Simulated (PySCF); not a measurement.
# Dipole polarisabilities along the 3d series

Calculated with PySCF 2.14 for the ground configurations, without spin-orbit coupling: coupled response for Hartree-Fock and DFT. Mean α in bohr³, C₆ of like pairs in atomic units.

```
                                        species  α UHF  α PBE  α PBE0  α recommended (Schwerdtfeger and Nagle)  C₆ UHF  C₆ PBE  C₆ PBE0
 Sc [Ar] 3d1 4s2 (dyall-av2z, non-relativistic)    n/a  125.0   130.0                                  97 ± 10     n/a    1509     1634
 Ti [Ar] 3d2 4s2 (dyall-av2z, non-relativistic)  159.3  105.5   111.0                                  87 ± 10    1777    1211     1302
  V [Ar] 3d3 4s2 (dyall-av2z, non-relativistic)  132.4  92.31   97.50                                  87 ± 10    1456   983.2     1062
 Mn [Ar] 3d5 4s2 (dyall-av2z, non-relativistic)  106.1  74.62   79.13                                   68 ± 9    1058   701.0    761.2
 Fe [Ar] 3d6 4s2 (dyall-av2z, non-relativistic)  85.59  62.37   66.16                                   62 ± 4   822.8   550.1    596.0
 Co [Ar] 3d7 4s2 (dyall-av2z, non-relativistic)  73.56  54.39   58.09                                   55 ± 4   679.3   453.6    496.6
 Ni [Ar] 3d8 4s2 (dyall-av2z, non-relativistic)  65.12  48.37   51.75                                   49 ± 3   574.8   382.9    420.0
Cu [Ar] 3d10 4s1 (dyall-av2z, non-relativistic)  77.70  43.01   47.87                               46.5 ± 0.5   557.6   263.0    299.9
Zn [Ar] 3d10 4s2 (dyall-av2z, non-relativistic)  53.90  39.99   42.88                              38.67 ± 0.3   435.2   288.1    316.9
```

**Question.** Fill in the row of Cr [Ar] 3d5 4s1 (dyall-av2z, non-relativistic).

**Answer.** α UHF 112.2; α PBE 69.50; α PBE0 75.53; α recommended (Schwerdtfeger and Nagle) 83 ± 12; C₆ UHF 1024; C₆ PBE 542.1; C₆ PBE0 610.6.

Hartree-Fock lacks correlation. All values carry a basis error.
